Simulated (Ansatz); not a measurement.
Ansatz (a program for electronic structure) input (PBE/def2-SVP):

Ansatz 0.2 input:
```yaml
crystal:
  periodic: [false, false, false]
  atoms:
    - {symbol: C, position_ang: [-0.15940054, 1.57954574, 0.24414693]}
    - {symbol: C, position_ang: [-0.58632340, 0.13898903, 0.30069527]}
    - {symbol: C, position_ang: [-1.82138182, -0.21804191, -0.47909186]}
    - {symbol: O, position_ang: [0.53910135, -0.76358318, -0.30400201]}
    - {symbol: C, position_ang: [1.88247956, -0.77151140, 0.31497741]}
    - {symbol: H, position_ang: [0.74693558, 1.77418607, 0.81533264]}
    - {symbol: H, position_ang: [-0.95501857, 2.17928420, 0.69004743]}
    - {symbol: H, position_ang: [-0.02907078, 1.92168892, -0.78426142]}
    - {symbol: H, position_ang: [-0.61641175, -0.25258926, 1.31557562]}
    - {symbol: H, position_ang: [-1.75598714, 0.11900883, -1.51622686]}
    - {symbol: H, position_ang: [-2.02295121, -1.28766876, -0.44864277]}
    - {symbol: H, position_ang: [-2.66894606, 0.29743958, -0.02481147]}
    - {symbol: H, position_ang: [2.37373398, 0.18120732, 0.14188235]}
    - {symbol: H, position_ang: [2.41739053, -1.59731512, -0.14381901]}
    - {symbol: H, position_ang: [1.71769010, -0.95733920, 1.37092998]}
    - {symbol: H, position_ang: [0.58758162, -0.64312596, -1.26835686]}
basis:
  gaussian:
    orbitals: def2-SVP
hamiltonian:
  xc: {name: PBE}
total_charge: 1
output: {forces: true}
```

Output:

```
Functional definition: PBE
integrals: 0.07 GiB planned
1413 factors; their error is unknown
mean field: 0.40 GiB planned
mean field evaluation 1: about -6335.1264 eV, gradient 8.8e1 eV
mean field evaluation 2: about -6317.2828 eV, gradient 1.2e2 eV
mean field evaluation 4: about -6353.6678 eV, gradient 9.6e0 eV
mean field evaluation 8: about -6353.7738 eV, gradient 3.0e-1 eV
mean field evaluation 16: about -6353.7740 eV, gradient 1.0e-5 eV
mean field -6353.77404948 eV, -233.4968895756 hartree, gradient 1.0e-5 eV, S^2 0.000000; 0 other end points of the search recorded, 0 dependent functions left out
the calculation of the forces begins
reference -6353.77408883 eV, -233.4968910218 hartree; 21, 21 occupied and 104, 104 virtual orbitals, 1413 factors
Total energy: -6353.77408883 eV, -233.4968910218 hartree
Atom 0 at    -0.159401     1.579546     0.244147 Å, force    -0.060070    -0.473719     0.002227 eV/Å
Atom 1 at    -0.586323     0.138989     0.300695 Å, force     0.072130     0.183128    -0.592796 eV/Å
Atom 2 at    -1.821382    -0.218042    -0.479092 Å, force     0.419718     0.035875     0.209372 eV/Å
Atom 3 at     0.539101    -0.763583    -0.304002 Å, force     0.041337    -0.168506     0.638081 eV/Å
Atom 4 at     1.882480    -0.771511     0.314977 Å, force    -0.600454     0.047792    -0.331337 eV/Å
Atom 5 at     0.746936     1.774186     0.815333 Å, force     0.492929     0.150932     0.337798 eV/Å
Atom 6 at    -0.955019     2.179284     0.690047 Å, force    -0.410555     0.348793     0.240552 eV/Å
Atom 7 at    -0.029071     1.921689    -0.784261 Å, force     0.048688     0.222600    -0.551621 eV/Å
Atom 8 at    -0.616412    -0.252589     1.315576 Å, force    -0.027094    -0.247606     0.634563 eV/Å
Atom 9 at    -1.755987     0.119009    -1.516227 Å, force    -0.000400     0.194703    -0.559074 eV/Å
Atom 10 at    -2.022951    -1.287669    -0.448643 Å, force    -0.146048    -0.590747     0.025344 eV/Å
Atom 11 at    -2.668946     0.297440    -0.024811 Å, force    -0.474872     0.263810     0.231106 eV/Å
Atom 12 at     2.373734     0.181207     0.141882 Å, force     0.348098     0.575730    -0.076718 eV/Å
Atom 13 at     2.417391    -1.597315    -0.143819 Å, force     0.336101    -0.504792    -0.253048 eV/Å
Atom 14 at     1.717690    -0.957339     1.370930 Å, force    -0.065829    -0.129334     0.640796 eV/Å
Atom 15 at     0.587582    -0.643126    -1.268357 Å, force     0.026322     0.091343    -0.595244 eV/Å
Dipole moment:     0.377167    -0.130067    -0.132426 e Å
```

The dipole moment of an ion depends on the origin.

The geometry given is a B3LYP-D3(BJ)/def2-TZVP minimum.
